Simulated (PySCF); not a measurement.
ZnF2, SMILES [F][Zn][F].

Geometry optimised at B3LYP-D3(BJ)/def2-TZVP. The isomer is the one that the SMILES or the coordinates give; other isomers of the formula were not compared.

Two levels are set side by side: TDA-PBE/def2-SVPD (PySCF) and TDA-ωB97X/def2-SVPD (PySCF). Vertical, same geometry. The lowest singlet is HOMO−1→LUMO 100 % with PBE and HOMO−1→LUMO 94 % with the other functional; states are paired by order. Differences are taken from unrounded values.

```json
[
 {"quantity": "lowest singlet excitation (eV)", "TDA-ωB97X": "7.07", "TDA-PBE": "5.75", "TDA-PBE minus TDA-ωB97X": "-1.32"},
 {"quantity": "lowest triplet excitation (TDA) (eV)", "TDA-ωB97X": "6.75", "TDA-PBE": "5.42", "TDA-PBE minus TDA-ωB97X": "-1.33"},
 {"quantity": "first bright state (f over 0.05) (eV)", "TDA-ωB97X": "7.88", "TDA-PBE": "7.57", "TDA-PBE minus TDA-ωB97X": "-0.31"},
 {"quantity": "its oscillator strength", "TDA-ωB97X": "0.07", "TDA-PBE": "0.05", "TDA-PBE minus TDA-ωB97X": "-0.01"}
]
```

Functionals without exact exchange tend to place singlet excitations lower, as here. Differences between two approximate levels are no errors against the true value.

Rough cost on one machine, each run with all the roots and properties that it gave: TDA-ωB97X against TDA-PBE about 2 times.
